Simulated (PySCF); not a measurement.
NICS in one family of compounds.

Definitions: NICS(0) = −σiso at the ring centroid; NICS(1) = −σiso and NICS(1)zz = −σzz at ±1 Å along the ring normal z. Level: GIAO PBE0/pcSseg-1 (PySCF, non-relativistic, gas phase) on the GFN2-xTB geometries, one conformer each. Atom numbers follow the mapped SMILES.

Question: Order these rings by mean NICS(1)zz, lowest (most negative) first (ppm).
A. ring C6–C7–C8–C9–C10–C11 in `[CH3:1][c:2]1[p:3][cH:4][cH:5][c:6]2[cH:7][cH:8][cH:9][cH:10][c:11]12`
B. ring C4–C5–P6–C7–C8–C9 in `[cH:1]1[cH:2][cH:3][c:4]2[cH:5][p:6][cH:7][cH:8][c:9]2[cH:10]1`
C. ring C2–C3–P4–C5–C6–C11 in `[SiH3:1][c:2]1[cH:3][p:4][cH:5][c:6]2[cH:7][cH:8][cH:9][cH:10][c:11]12`

Answer: A (-29.1), B (-26.5), C (-25.4).

```csv
SMILES,ring,NICS(0),NICS(1),NICS(1)zz,HOMA,rms pucker (Å),ring atoms with four or more neighbours
Cc1pccc2ccccc12,6-membered carbocycle; formal bonds all aromatic,-8.7,-11.8,-29.1,0.84,0.00,0
c1ccc2cpccc2c1,6-membered ring with P; formal bonds all aromatic,-7.3,-10.8,-26.5,0.81,0.00,0
[SiH3]c1cpcc2ccccc12,6-membered ring with P; formal bonds all aromatic,-6.6,-10.4,-25.4,0.79,0.00,0
```

NICS(0) gives the same order. The isotropic NICS(1) gives the same order. HOMA uses Krygowski's 1993 parameters. NICS(1) and NICS(1)zz are means over the two faces.
